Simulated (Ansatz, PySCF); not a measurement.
The pair A = N2 (SMILES N#N) (first 2 atoms), B = GeH4 (SMILES [GeH4]); geometry from B3LYP-D3(BJ)/def2-TZVP.
(charge 0, multiplicity 1):
```xyz
7

N     -0.44037     0.51232     0.14199
N     -0.11509     1.18972    -0.64870
Ge     0.10996    -0.34120     3.60034
H      1.33432     0.26691     2.90036
H      0.44345    -0.59419     5.07892
H     -0.26102    -1.66832     2.92419
H     -1.07136     0.63474     3.50305
```

Correlated levels freeze the cores. Filled d and f shells under p-block atoms count as core. Rows in 6-31G* carry no dispersion term and start afresh at each structure (6-31G* with six Cartesian d functions); the Pople sets are all-electron and without relativity.

Programs: Ansatz (Gaussian orbitals); PySCF for 6-31G* rows. 

Total energies (hartree), monomers frozen at their geometry in the pair:

| structure | HF/aug-cc-pVDZ | B3LYP/6-31G* | CCSD(T)/aug-cc-pVTZ |
|---|---|---|---|
| AB | -2186.6049931 | -2188.6772932 | -2187.2729571 |
| A in the pair's basis | -108.9615038 | -109.5246205 | -109.3806371 |
| B in the pair's basis | -2077.6441693 | -2079.1532902 | -2077.8914661 |
| A | -108.9613846 | -109.5234918 | -109.3803819 |
| B | -2077.6439260 | -2079.1532475 | -2077.8913809 |

**Question.** Work out the interaction energy without and with the counterpoise correction, and the superposition error, for each level.

**Answer.** 
E(AB) − E(A) − E(B), times 627.509 kcal/mol, with the monomers in their own basis and then in the pair's basis:
- HF/aug-cc-pVDZ: 0.20 uncorrected, 0.43 corrected; the monomers gain 0.23 kcal/mol from borrowed functions
- B3LYP/6-31G*: -0.35 uncorrected, 0.39 corrected; the monomers gain 0.74 kcal/mol from borrowed functions
- CCSD(T)/aug-cc-pVTZ: -0.75 uncorrected, -0.54 corrected; the monomers gain 0.21 kcal/mol from borrowed functions

Ansatz is a quantum-chemistry and plane-wave program.
